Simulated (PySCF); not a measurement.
C9H10O, SMILES C=Cc1ccc(OC)cc1, GFN2-xTB optimised geometry.

```
20

C     -2.62    -2.59     0.00
C     -1.30    -2.41     0.00
C     -0.59    -1.14     0.00
C     -1.24     0.10     0.00
C     -0.52     1.27     0.00
C      0.87     1.25     0.00
O      1.48     2.47     0.00
C      2.89     2.52     0.01
C      1.53     0.03     0.00
C      0.80    -1.14     0.00
H     -3.05    -3.58     0.00
H     -3.32    -1.78     0.00
H     -0.66    -3.29     0.00
H     -2.32     0.14     0.00
H     -1.02     2.23     0.00
H      3.30     2.05     0.91
H      3.15     3.58     0.02
H      3.32     2.05    -0.87
H      2.61    -0.02     0.00
H      1.33    -2.09     0.00
```

Density from PBE/def2-SVP (PySCF 2.14.0) at that geometry.

Minimum of the electron density along straight lines between bonded atoms, close to the bond critical point (lines longer than 1.1 times the sum of covalent radii, or with two minima, are not listed):

| bond | length / Å | ρ at the minimum / e bohr⁻³ | ∇²ρ there / e bohr⁻⁵ | position (fraction from the first atom) |
|---|---|---|---|---|
| C1–C2 | 1.328 | 0.339 | -0.88 | 0.50 |
| C2–C3 | 1.456 | 0.272 | -0.63 | 0.50 |
| C3–C4 | 1.398 | 0.302 | -0.73 | 0.50 |
| C4–C5 | 1.375 | 0.313 | -0.77 | 0.50 |
| C5–C6 | 1.397 | 0.306 | -0.76 | 0.49 |
| C6–O7 | 1.362 | 0.284 | -0.31 | 0.34 |
| O7–C8 | 1.406 | 0.257 | -0.39 | 0.66 |
| C6–C9 | 1.390 | 0.307 | -0.75 | 0.51 |
| C3–C10 | 1.394 | 0.305 | -0.74 | 0.50 |
| C9–C10 | 1.383 | 0.308 | -0.76 | 0.50 |
| C1–H11 | 1.077 | 0.280 | -1.05 | 0.63 |
| C1–H12 | 1.076 | 0.280 | -1.05 | 0.63 |
| C2–H13 | 1.084 | 0.279 | -1.03 | 0.63 |
| C4–H14 | 1.079 | 0.282 | -1.06 | 0.63 |
| C5–H15 | 1.079 | 0.281 | -1.05 | 0.63 |
| C8–H16 | 1.095 | 0.277 | -1.03 | 0.64 |
| C8–H17 | 1.089 | 0.282 | -1.08 | 0.64 |
| C8–H18 | 1.095 | 0.277 | -1.03 | 0.64 |
| C9–H19 | 1.079 | 0.280 | -1.03 | 0.63 |
| C10–H20 | 1.081 | 0.280 | -1.04 | 0.63 |
